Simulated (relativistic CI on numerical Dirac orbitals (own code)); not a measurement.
## d1 to d9 in one octahedral field

Computed with a parametric ligand-field model without spin-orbit coupling, by exact diagonalisation: B = 430, C = 1690, 10Dq = 32900 cm⁻¹ (Oh; |10Dq|/B = 76.5) for every shell. Energies in cm⁻¹; the field energy is (0.6 n_e − 0.4 n_t2) × 10Dq of the ground term; g labels are left out. So small a B with so large a field is typical of 4d and 5d ions, where spin-orbit coupling, left out here, reaches 1,000 to 4,000 cm⁻¹.

```csv
Shell,Ground term,Electrons in e,Field energy,First spin-allowed bands,Lowest term of other spin
d1,2T2,0.000,-13160,2E 32900,
d2,3T1,0.005,-26160,"3T2 31790, 3T1 37130",1T2 6072
d3,4A2,0.000,-39480,"4T2 32900, 4T1 37832",2E 8576
d4,3T1,0.008,-52390,"3E 31144, 3T1 31553",1T2 5372
d5,2T2,0.015,-65303,"2A2 30438, 2T1 30595",4T1 24488
d6,1A1,0.011,-78582,"1T1 31551, 1T2 37939",3T1 28017
d7,2E,1.007,-58984,"2T1 31464, 2T2 31902",4T1 24519
d8,3A2,2.000,-39480,"3T2 32900, 3T1 37832",1E 6787
d9,2E,3.000,-19740,2T2 32900,
```

Low spin: d4, d5, d6, d7; the other shells keep the spin of the free ion. Only d4 to d7 can choose; the field needed to pair spins is smallest for d6 and largest for d5, which loses most exchange energy. In the strong-field picture 10Dq must exceed about 6B + 5C = 11030 (d4), 7.5B + 5C = 11675 (d5), 2.5B + 4C = 7835 (d6) and 4B + 4C = 8480 (d7); mixing of terms shifts these bounds somewhat.
